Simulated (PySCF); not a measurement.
Ti(H)3(SH) (H₄STi), SMILES [SH][TiH3], multiplicity 1. Coordinates come from a ωB97X-D3(BJ)/def2-TZVP optimisation. The multiplicity is an assumed one; other spin states were not compared.

Problem. Give the equilibrium geometry at ωB97X-D3(BJ)/def2-TZVP (PySCF confirms it by a frequency run) as bond lengths and angles, and its point group. (Estimate from the structure and the level; the computed values follow.)

Solution. point group Cs.
Atoms: Ti1 H2 H3 H4 S5 H6. Bonds (Å): Ti1–H2 1.692, Ti1–H3 1.686, Ti1–H4 1.686, Ti1–S5 2.244, S5–H6 1.353. Bond angles (°): H2–Ti1–H3 110.7, H2–Ti1–H4 110.7, H2–Ti1–S5 108.6, H3–Ti1–H4 109.0, H3–Ti1–S5 108.9, H4–Ti1–S5 108.9, Ti1–S5–H6 82.8.
Charge 0, spin multiplicity 1.
